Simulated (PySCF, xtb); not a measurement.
ZrCl3, SMILES [Cl][Zr]([Cl])[Cl] (connectivity only; charge and spin as stated), neutral, multiplicity 2.

Harmonic wavenumbers (cm⁻¹) from GFN2-xTB (xtb) at its own minimum, in rising order: 77, 80, 80, 341, 397, 397.

Q: What does r2SCAN-D4/def2-SVP (PySCF) give at its own minimum? (An estimate is asked for; the answer gives what the named calculation found.)

A: 64, 88, 88, 360, 428, 429. Paired by order, the mean absolute difference is 19 cm⁻¹ and the zero-point energies are 2.0 and 2.1 kcal/mol.
